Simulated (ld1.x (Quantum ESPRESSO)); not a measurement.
Scattering properties, TM potential for dysprosium (Dy)

ld1.x (Quantum ESPRESSO) 7.5 input, shortened:

```
&input
   title='Dy', zed=66., rel=1, dft='PBE', iswitch=3,
   config='[Xe] 4f9 5d1 5f-2 6s2 6p0'
 /
 &inputp
   pseudotype=2, tm=.true., lloc=-1, rcloc=2.85,
   nlcc=.false.
 /
4
6S  1  0   2.00   0.00  2.85  2.85  0.0
6P  2  1   0.00   0.00  4.10  4.10  0.0
5D  3  2   1.00   0.00  2.65  2.65  0.0
5F  4  3  -2.00   0.15  4.10  4.10  0.0
 &test
   configts(1)='5d1 6s2 6p0'
 /
```

The phase is arctan(r·u′/u) with u = r·R(r), unwrapped; energies in Ry, scanned from -2 to 5 Ry. A pole is an energy at which the radial function vanishes at the test radius. The pseudo phase is shifted by a multiple of π to meet the all-electron one at the reference energy, and phase errors are pseudo minus all-electron; the curves can meet again beyond the range given. Levels narrower than the energy grid can be missing from the lists of poles. Where the grid stepped over a known ghost or core level, its pole and its step of π were put in at the level’s energy.

```json
{"channel": "s", "radius (bohr)": "4.44", "reference energy (Ry)": "-0.31", "poles, all-electron": "0.11, 2.92", "poles, pseudo": "-0.56, 0.12, 2.79", "unbroken range about the reference energy with phases within 0.05 rad": "-0.5 to 1.1", "phase error 1 Ry above the reference energy (rad)": "+0.011"}
{"channel": "p", "radius (bohr)": "4.44", "reference energy (Ry)": "-0.10", "poles, all-electron": "0.71, 3.74", "poles, pseudo": "0.49, 1.08, 4.01", "unbroken range about the reference energy with phases within 0.05 rad": "below 0.4", "phase error 1 Ry above the reference energy (rad)": "-3.010"}
{"channel": "d", "radius (bohr)": "4.44", "reference energy (Ry)": "-0.17", "poles, all-electron": "-0.04, 1.89", "poles, pseudo": "-0.04, 1.92", "unbroken range about the reference energy with phases within 0.05 rad": "below 3.0", "phase error 1 Ry above the reference energy (rad)": "+0.030"}
{"channel": "f", "radius (bohr)": "4.44", "reference energy (Ry)": "0.15", "poles, all-electron": "-0.68, 1.47, 3.84", "poles, pseudo": "1.46, 3.97", "unbroken range about the reference energy with phases within 0.05 rad": "-0.7 to 2.4", "phase error 1 Ry above the reference energy (rad)": "-0.007"}
```

Note: ghost state, extra bound levels that the all-electron valence spectrum of the same l lacks: s at -7.8 eV. A true bound ghost makes a file unfit for plane-wave use.

Phases in the f channel:

```
E (Ry)  all-electron  pseudo
 -2.00         4.564   1.423
 -1.52         4.546   1.405
 -1.04         4.519   1.378
 -0.56         1.337   1.334
 -0.08         1.242   1.242
  0.40         0.879   0.878
  0.88        -1.112  -1.124
  1.36        -1.531  -1.536
  1.84        -1.691  -1.696
  2.32        -2.096  -2.074
  2.80        -4.368  -4.311
  3.28        -4.620  -4.601
  3.76        -4.702  -4.687
  4.24        -4.762  -4.743
  4.72        -4.842  -4.804
```
